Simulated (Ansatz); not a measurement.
CH2InNO. Charge 0, multiplicity 1. In takes the def2 core potential.

```json
{"atom": "C1", "x (Å)": "0.982", "y (Å)": "-0.132", "z (Å)": "0.449"}
{"atom": "N2", "x (Å)": "0.151", "y (Å)": "0.584", "z (Å)": "1.136"}
{"atom": "In3", "x (Å)": "-1.227", "y (Å)": "0.279", "z (Å)": "-0.360"}
{"atom": "O4", "x (Å)": "0.700", "y (Å)": "-0.678", "z (Å)": "-0.709"}
{"atom": "H5", "x (Å)": "1.994", "y (Å)": "-0.312", "z (Å)": "0.835"}
{"atom": "H6", "x (Å)": "-2.600", "y (Å)": "0.258", "z (Å)": "-1.351"}
```

(1) List the harmonic frequencies (cm⁻¹, unscaled) at PBE0-D4/def2-TZVP in Ansatz. (Estimate.)

(2) Is this a minimum?

(3) Give the ideal-gas thermochemistry at 298.15 K and 1 bar (rigid rotor, harmonic oscillator; point group Cs, symmetry number 1).

(4) Rotational constants (cm⁻¹)?

## Answers

(1) Ansatz gave: 287, 306, 447, 478, 495, 866, 1018, 1229, 1271, 1527, 1877, 3061.

(2) Yes, all 12 modes are real.

(3) Zero-point energy 76.9 kJ/mol; H(298) − E = 91.3 kJ/mol; entropy 300.3 J/(mol·K), of which translation 172.1, rotation 105.7, vibration 22.6; G(298) − E = 1.8 kJ/mol.

(4) 0.4232, 0.1253, 0.0967.
